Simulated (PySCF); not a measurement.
Compound: C₅H₄FN.
Structure used (PBE0-D3(BJ)/def2-SVP), in Å, numbered top down from 1:
```xyz
11
C5H4FN angstrom
N      2.9255    0.1004    0.2439
C      1.8277    0.1687   -0.1135
C      0.4260    0.2527   -0.5451
F      0.3953    0.5834   -1.8706
C     -0.4757    1.0616    0.3587
C     -1.1926   -0.0097    0.7254
C     -0.4507   -0.9814   -0.1602
H     -0.4714    2.1223    0.6145
H     -2.0118   -0.1523    1.4343
H     -1.0079   -1.3532   -1.0334
H      0.0722   -1.8177    0.3296
```

Computed with PySCF at wB97X-D/def2-SVPD, non-relativistic, on one gas-phase PBE0-D3(BJ)/def2-SVP geometry that isn't relaxed in the solvent. The solvent is an IEF-PCM continuum (van der Waals radii × 1.2). The model holds no explicit solvent molecules, cavitation or dispersion.

Gas phase at wB97X-D/def2-SVPD: HOMO -10.38 eV, LUMO 0.67 eV, dipole 4.24 D.

Problem. What does the continuum do to the energy, the frontier levels and the dipole at wB97X-D/def2-SVPD in cyclohexane and tetrahydrofuran?

Solution. 
| solvent | ε | E(solvent) − E(gas) (kJ/mol) | polarisation term (kJ/mol) | distortion of the solute (kJ/mol) | HOMO (eV) | LUMO (eV) | dipole (D) |
| --- | --- | --- | --- | --- | --- | --- | --- |
| cyclohexane | 2.017 | -11.08 | -11.99 | 0.91 | -10.21 | 0.79 | 4.71 |
| tetrahydrofuran | 7.426 | -22.47 | -26.25 | 3.78 | -10.05 | 0.88 | 5.21 |

Polarisation term: ½ Σ q·V over the induced surface charges. Distortion: the rise of the solute's own energy as its density leaves the gas-phase optimum. From cyclohexane to tetrahydrofuran the lowering changes by a factor 2.03, Onsager's factor (ε − 1)/(2ε + 1) by 2.01 and ε itself by 3.7.

Problem. Which radius a makes the point-dipole formula ΔE = −[(ε − 1)/(2ε + 1)]·μ²/a³ give the value in tetrahydrofuran, with the gas-phase dipole?

Solution. μ = 1.668 au and |ΔE| = 0.00856 Eh give a = 2.69 Å; the farthest nucleus lies 2.93 Å from the centroid of the nuclei, so such a sphere wouldn't even hold the nuclei. The formula assumes a rigid point dipole at the centre of a sphere.

Problem. Give the dipole vector in the frame of the coordinates (D, pointing from negative to positive charge), gas and tetrahydrofuran.

Solution. Gas (-4.07, -0.54, 1.04), solvent (-5.00, -0.73, 1.24). Its length changes by +23 % and its direction by less than 1°.

Problem. How does the static polarisability (wB97X-D/def2-SVPD, frozen core, with the continuum's full static response) change?

Solution. 
```csv
medium,isotropic (au),principal values (au),⟨r²⟩ of the electrons (bohr²)
gas,59.2,"50.4, 55.9, 71.3",638.6
cyclohexane,66.0,"55.8, 62.4, 79.7",638.8
tetrahydrofuran,74.5,"63.2, 70.9, 89.6",639.1
```

The isotropic value in tetrahydrofuran is 1.26 times the gas-phase one; no cavity-field correction is applied. ⟨r²⟩ is taken about the centre of nuclear charge.

The run took 14 s of wall time on one thread of an INTEL XEON PLATINUM 8581C at 2.30 GHz, shared host with 96 logical CPUs at a one-minute load of 14, and the process peaked at 0.79 GiB of memory. This is the whole response run at wB97X-D/def2-SVPD in tetrahydrofuran, SCF included.

wB97X-D is run here without its empirical dispersion term; that term would change no orbital, density or response property at a fixed geometry.
